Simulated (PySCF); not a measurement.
C4H4F2OS.
Numbering: `[O:1]=[C:2]1[C@@H:3]([F:4])[CH2:5][S:6][C@@H:7]1[F:8]` (hydrogens: H9 on C3; H10, H11 on C5; H12 on C7)

The same species was optimised twice, with GFN2-xTB and with PBE0-D3(BJ)/def2-SVP (PySCF), and the same property calculations (PySCF, gas phase) were run on both structures.

```json
{"coordinate": "C3–F4 (Å)", "GFN2-xTB": "1.366", "PBE0-D3(BJ)/def2-SVP": "1.355", "change": "-0.011"}
{"coordinate": "S6–C7 (Å)", "GFN2-xTB": "1.807", "PBE0-D3(BJ)/def2-SVP": "1.798", "change": "-0.009"}
{"coordinate": "O1=C2 (Å)", "GFN2-xTB": "1.191", "PBE0-D3(BJ)/def2-SVP": "1.195", "change": "+0.004"}
{"coordinate": "C2–C3 (Å)", "GFN2-xTB": "1.526", "PBE0-D3(BJ)/def2-SVP": "1.523", "change": "-0.003"}
{"coordinate": "C7–F8 (Å)", "GFN2-xTB": "1.373", "PBE0-D3(BJ)/def2-SVP": "1.375", "change": "+0.002"}
{"coordinate": "C3–C5 (Å)", "GFN2-xTB": "1.524", "PBE0-D3(BJ)/def2-SVP": "1.522", "change": "-0.002"}
{"coordinate": "C2–C7 (Å)", "GFN2-xTB": "1.526", "PBE0-D3(BJ)/def2-SVP": "1.525", "change": "-0.001"}
{"coordinate": "C5–S6 (Å)", "GFN2-xTB": "1.843", "PBE0-D3(BJ)/def2-SVP": "1.842", "change": "-0.001"}
{"coordinate": "C2–C7–F8 (°)", "GFN2-xTB": "110.3", "PBE0-D3(BJ)/def2-SVP": "108.1", "change": "-2.2"}
{"coordinate": "O1–C2–C3 (°)", "GFN2-xTB": "127.6", "PBE0-D3(BJ)/def2-SVP": "125.9", "change": "-1.7"}
{"coordinate": "S6–C7–F8 (°)", "GFN2-xTB": "111.2", "PBE0-D3(BJ)/def2-SVP": "112.6", "change": "+1.4"}
{"coordinate": "F4–C3–C5 (°)", "GFN2-xTB": "110.9", "PBE0-D3(BJ)/def2-SVP": "112.2", "change": "+1.3"}
{"coordinate": "C2–C7–S6 (°)", "GFN2-xTB": "101.7", "PBE0-D3(BJ)/def2-SVP": "103.0", "change": "+1.3"}
{"coordinate": "C2–C3–C5 (°)", "GFN2-xTB": "106.6", "PBE0-D3(BJ)/def2-SVP": "105.5", "change": "-1.1"}
{"coordinate": "C3–C2–C7 (°)", "GFN2-xTB": "106.8", "PBE0-D3(BJ)/def2-SVP": "107.8", "change": "+1.0"}
{"coordinate": "C5–S6–C7 (°)", "GFN2-xTB": "93.8", "PBE0-D3(BJ)/def2-SVP": "94.6", "change": "+0.8"}
```

Rotational constants: A = 2355, B = 1594, C = 1230 MHz (GFN2-xTB) against A = 2362, B = 1603, C = 1205 MHz (PBE0-D3(BJ)/def2-SVP). Point groups within 0.08 Å: C1 and C1.

On the GFN2-xTB structure: lowest singlet, TDDFT (eV) 4.22 [CAM-B3LYP/def2-SVPD]; isotropic polarisability (au) 67.9 [CAM-B3LYP/def2-SVPD]; HOMO (eV) -9.03 [CAM-B3LYP/def2-SVPD]; LUMO (eV) -0.65 [CAM-B3LYP/def2-SVPD]; dipole (D) 2.53 [CAM-B3LYP/def2-SVPD]; HOMO (eV) -7.62 [PBE0/pcSseg-1]; LUMO (eV) -1.68 [PBE0/pcSseg-1]; dipole (D) 2.23 [PBE0/pcSseg-1]; GIAO shielding of O1 (ppm) -301.7 [PBE0/pcSseg-1]; GIAO shielding of C2 (ppm) -13.2 [PBE0/pcSseg-1]; GIAO shielding of C3 (ppm) 98.3 [PBE0/pcSseg-1]; GIAO shielding of F4 (ppm) 412.9 [PBE0/pcSseg-1]; GIAO shielding of C5 (ppm) 158.9 [PBE0/pcSseg-1]; GIAO shielding of S6 (ppm) 480.8 [PBE0/pcSseg-1]; GIAO shielding of C7 (ppm) 86.8 [PBE0/pcSseg-1]; GIAO shielding of F8 (ppm) 346.2 [PBE0/pcSseg-1].

Problem. What do these properties become on the PBE0-D3(BJ)/def2-SVP structure?

Solution. 
```tsv
property	level	on GFN2-xTB	on PBE0-D3(BJ)/def2-SVP	change
lowest singlet, TDDFT (eV)	CAM-B3LYP/def2-SVPD	4.22	4.19	-0.03
isotropic polarisability (au)	CAM-B3LYP/def2-SVPD	67.9	68.0	+0.1
HOMO (eV)	CAM-B3LYP/def2-SVPD	-9.03	-9.09	-0.06
LUMO (eV)	CAM-B3LYP/def2-SVPD	-0.65	-0.64	+0.01
dipole (D)	CAM-B3LYP/def2-SVPD	2.53	2.60	+0.07
energy, GFN2-xTB geometry as zero (kcal/mol)	CAM-B3LYP/def2-SVPD	0.0	-0.6	-0.6
HOMO (eV)	PBE0/pcSseg-1	-7.62	-7.67	-0.05
LUMO (eV)	PBE0/pcSseg-1	-1.68	-1.67	+0.01
dipole (D)	PBE0/pcSseg-1	2.23	2.27	+0.04
energy, GFN2-xTB geometry as zero (kcal/mol)	PBE0/pcSseg-1	0.0	-0.5	-0.5
GIAO shielding of O1 (ppm)	PBE0/pcSseg-1	-301.7	-314.3	-12.6
GIAO shielding of C2 (ppm)	PBE0/pcSseg-1	-13.2	-16.2	-3.0
GIAO shielding of C3 (ppm)	PBE0/pcSseg-1	98.3	98.3	0.0
GIAO shielding of F4 (ppm)	PBE0/pcSseg-1	412.9	413.8	+0.9
GIAO shielding of C5 (ppm)	PBE0/pcSseg-1	158.9	157.6	-1.3
GIAO shielding of S6 (ppm)	PBE0/pcSseg-1	480.8	493.7	+12.9
GIAO shielding of C7 (ppm)	PBE0/pcSseg-1	86.8	89.5	+2.7
GIAO shielding of F8 (ppm)	PBE0/pcSseg-1	346.2	340.5	-5.7
```

The heavy atoms differ by 0.063 Å rms after alignment. Among bonds between heavy atoms C3–F4 changes most (-0.011 Å). Changes are differences of the printed values. Neither structure is proved a minimum here.
